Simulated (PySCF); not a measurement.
Compound: C2H5FSSi.
Bonds: C1–C2, C2–S3 (double), C2–Si4, Si4–F5. Hydrogens: H6, H7, H8 on C1; H9, H10 on Si4.

Level of theory: EOM-IP-CCSD/aug-cc-pVDZ in PySCF, restricted Hartree–Fock reference, frozen core, non-relativistic, gas phase, PBE0-D3(BJ)/def2-SVP geometry.

Hartree–Fock orbital energies give these Koopmans values (eV): HOMO 9.45, HOMO-1 10.96, HOMO-2 13.13, HOMO-3 13.70, HOMO-4 14.99, HOMO-5 16.22, HOMO-6 16.27, HOMO-7 17.60.

Problem. What vertical ionisation energies does EOM-IP-CCSD give?

Solution. 
```csv
leading hole (HF orbital),Koopmans (eV),EOM-IP-CCSD (eV),change (eV),one-hole share
HOMO,9.45,8.78,-0.67,0.95
HOMO-1,10.96,10.92,-0.04,0.95
HOMO-2,13.13,11.99,-1.14,0.95
HOMO-3,13.70,12.83,-0.87,0.95
HOMO-4,14.99,13.64,-1.35,0.93
HOMO-6,16.27,14.81,-1.46,0.94
HOMO-5,16.22,15.06,-1.16,0.94
HOMO-7,17.60,15.79,-1.81,0.92
```

Problem. Does the order of the lines follow the orbital energies?

Solution. No: the HOMO-6 hole (14.81 eV) falls below the HOMO-5 hole (15.06 eV). The corrections run from -1.81 to -0.04 eV, with a mean of -1.06 eV over the 8 lines; no line lies above its Koopmans value.

Problem. At what kinetic energies would He I light (21.22 eV) eject these electrons?

Solution. 12.44 eV (HOMO), 10.30 eV (HOMO-1), 9.23 eV (HOMO-2), 8.39 eV (HOMO-3), 7.58 eV (HOMO-4), 6.41 eV (HOMO-6), 6.16 eV (HOMO-5), 5.43 eV (HOMO-7).

One root was sought for each valence orbital with −ε under 21 eV, eight at most, so deeper holes and satellites are missing; no vibrational structure.

Shape of the structure used: `[CH3:1][C:2](=[S:3])[SiH2:4][F:5]`: C1–C2–Si4–F5 -1°.

One conformer stands for the species.
